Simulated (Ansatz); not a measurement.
The first iterations of a band of ClF₂H₃HfO₂ (9 atoms, charge 0, multiplicity 1).

Computed with RKS PBE0/def2-SVP (Ansatz 0.2.0).

* movable images: 5
* climbing image: yes
* spring: 5.0 eV/Å²
* optimiser: quadratic models (default)
* start path: through a guess of the saddle point
* force threshold: 0.05 eV/Å
* iteration limit: 60
* end points: relaxed

Image 0:

```xyz
9
Properties=species:S:1:pos:R:3
Hf 0.363 -0.510 0.044
O -0.456 -0.537 2.252
H -0.667 0.348 2.577
F 1.331 -0.136 -1.560
F -0.144 1.312 0.450
O -1.082 -1.601 -0.551
H -1.730 -2.113 -1.032
Cl 2.107 -1.699 1.215
H 0.130 -0.961 2.894
```

Image 6:

```xyz
9
Properties=species:S:1:pos:R:3
Hf 0.494 -0.352 0.088
O -0.426 -0.402 2.243
H -1.229 -0.939 2.174
F 1.098 -0.566 -1.712
F 0.318 1.551 0.179
O -1.187 -1.343 -0.079
H -1.658 -1.712 -0.830
Cl 2.322 -1.355 1.280
H 0.119 -0.778 2.948
```

| iteration | highest image above the first end (eV) | largest band force component (eV/Å) |
| --- | --- | --- |
| 1 | 5.277 | 32.387 |
| 2 | 1.982 | 2.129 |
| 3 | 1.384 | 1.358 |
| 4 | 1.240 | 1.516 |
| 5 | 1.128 | 1.043 |
| 6 | 0.900 | 0.925 |
| 7 | 0.745 | 0.930 |
| 8 | 0.593 | 1.026 |

**Question.** Does the band converge within its limit, and where does its top end?

**Answer.** The run converged. It ended after 25 iterations with the highest image 0.043 eV above the first end. A vibrational analysis at the climbing image gives one clearly imaginary mode, 58i cm⁻¹: a first-order saddle point.

Time of the run: 6.9 min on 4 threads of Intel(R) Xeon(R) Platinum 8259CL CPU @ 2.50GHz (Skylake/Cascade Lake), with other jobs on the host, peak memory 0.36 GiB.
